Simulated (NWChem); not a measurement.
System: SiHF$_{3}$; SMILES F[SiH](F)F

```xyz
5

Si     0.0000     0.0000     0.3275
F      1.4431    -0.3847    -0.2431
F     -1.0547    -1.0574    -0.2431
F     -0.3884     1.4421    -0.2431
H      0.0000     0.0000     1.7936
```
Atoms are numbered in this order, from 1.

Program: NWChem. Geometry optimised at PBE0/def2-SVP; all other runs use it. Pople sets run with spherical d functions.

```json
[
 {"quantity": "anisotropy (bohr³), static", "level": "LC-BLYP (range parameter 0.33 per bohr)/6-31+G*", "value": "0.4"},
 {"quantity": "dipole (D)", "level": "PBE/def2-SVP", "value": "…"},
 {"quantity": "charge (e), ESP Si1", "level": "Hartree-Fock/6-31G*", "value": "…"},
 {"quantity": "vertical, lowest excitation, singlet (eV)", "level": "PBE0/aug-cc-pVDZ, TDA", "value": "10.30"},
 {"quantity": "highest harmonic frequency (cm⁻¹)", "level": "PBE0/def2-SVP", "value": "2392"}
]
```

Problem. Complete the blanks.

Solution. 
- dipole (D), value: 1.31
- charge (e), ESP Si1, value: 1.23
